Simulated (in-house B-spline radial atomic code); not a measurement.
Configurations of the palladium ion Pd²⁺, with energies counted from [Kr] 4d8. Computed with a radial B-spline atomic code at the basis-set limit: scalar-relativistic (X2C) LDA exchange-only, spin-polarised, spherical fractional occupations, Fermi nucleus of rms radius 4.5318 fm. Shells without spins written out take the highest spin.

Occupations are held fixed; configurations that lie above the ionisation limit could autoionise.

```tsv
configuration	E - E(ref) (eV)	highest orbital	its <r> (bohr)
[Kr] 4d(2 up, 5 down) 5s(0 up, 1 down)	5.5244	5s down	2.502
[Kr] 4d7 5d1	20.261	5d up	4.363
[Kr] 4d7 5f1	26.527	5f up	9.204
[Ar] 3d10 4s2 4p(2 up, 3 down) 4d(4 up, 5 down)	48.644	4d up	1.376
[Ar] 3d10 4s2 4p5 4d8 4f1	73.554	4f up	5.311
[Ar] 3d(4 up, 5 down) 4s2 4p6 4d(3 up, 5 down) 5p(1 up, 0 down)	348.45	5p up	3.007
[Ar] 3d9 4s2 4p6 4d8 5f1	362.41	5f up	9.284
```

(1) Order these further configurations by energy, lowest first.
A. [Kr] 4d(4 up, 4 down)
B. [Ar] 3d9 4s2 4p6 4d8 4f1
C. [Ar] 3d(5 up, 4 down) 4s2 4p6 4d(3 up, 5 down) 4f(0 up, 1 down)
D. [Ar] 3d9 4s2 4p6 4d9
E. [Ar] 3d9 4s2 4p6 4d8 5p1

(2) How far above the reference does [Kr] 4d7 5p1 lie?

(3) How far above the reference does [Ar] 3d10 4s2 4p5 4d8 5d1 lie?

## Answers

(1) A (0.80174 eV), D (333.55 eV), E (347.96 eV), B (359.81 eV), C (360.25 eV).

(2) 12.226 eV; its least bound orbital is 5p up with <r> = 2.975 bohr.

(3) 69.86 eV; its least bound orbital is 5d up with <r> = 4.341 bohr.
